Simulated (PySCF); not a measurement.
Computed Raman spectrum (relative Raman activity) of a molecule C3H3BO2. The structure is a stationary point at PBE0-D3(BJ)/def2-SVP. Other conformers were not sampled. Computed with PBE0-D3(BJ)/def2-SVP run with PySCF 2.14.0. Frequencies are harmonic and unscaled.

ν (cm⁻¹): 115 (vw), 213 (vw), 490 (vw), 589 (vw), 953 (vw), 1249 (vw), 1369 (w), 1841 (w), 2192 (s), 2852 (vs), 3475 (w), 3885 (m) (against the strongest line: vs over 80 %, s over 45 %, m over 15 %, w over 4 %, vw less)

Question: Which molecule gave these data?
A) C#CB1OCO1
B) C#CB(O)C=O
C) O=CB1C=CO1

Answer: B, C#CB(O)C=O
